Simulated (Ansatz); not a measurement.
One change: `CC[Si](F)(F)F` becomes `F[Si](F)(F)[SeH]`.

Ansatz, PBE0-D4/def2-TZVP geometries, multiplicity 1. Each molecule was computed in one conformer, which needn't be the lowest.

Scalar relativity is left out up to krypton.

| property | `CC[Si](F)(F)F` |
| --- | --- |
| HOMO–LUMO gap (PBE/def2-TZVPP) / eV | 8.00 |
| LUMO energy (PBE/def2-TZVPP) / eV | -0.05 |
| size of the dipole moment (ωB97M-V/def2-TZVPP) / D | 2.48 |
| LUMO energy (PBE0/def2-TZVPP) / eV | 0.78 |
| HOMO energy (PBE/def2-TZVPP) / eV | -8.05 |
| HOMO energy (ωB97M-V/def2-TZVPP) / eV | -11.78 |

Problem. What does the change do to each property? (Estimate.)

Solution. Computed: 
```tsv
property	`F[Si](F)(F)[SeH]`	shift
HOMO–LUMO gap (PBE/def2-TZVPP) / eV	5.41	-2.59
LUMO energy (PBE/def2-TZVPP) / eV	-1.36	-1.31
size of the dipole moment (ωB97M-V/def2-TZVPP) / D	1.52	-0.96
LUMO energy (PBE0/def2-TZVPP) / eV	-0.47	-1.25
HOMO energy (PBE/def2-TZVPP) / eV	-6.77	1.28
HOMO energy (ωB97M-V/def2-TZVPP) / eV	-10.18	1.60
```

With PBE0 the HOMO rises by 1.49 eV and the LUMO falls by 1.25 eV, so the gap narrows by about 2.74 eV. PBE moves the HOMO by 1.28 eV and ωB97M-V by 1.60 eV. The zero-point energy changes by -150.9 kJ/mol with -15 modes. Dipoles are sizes alone; their direction can turn.

Spin–orbit coupling is left out; it splits and shifts lone-pair levels of the heavy atoms by tenths of an eV.
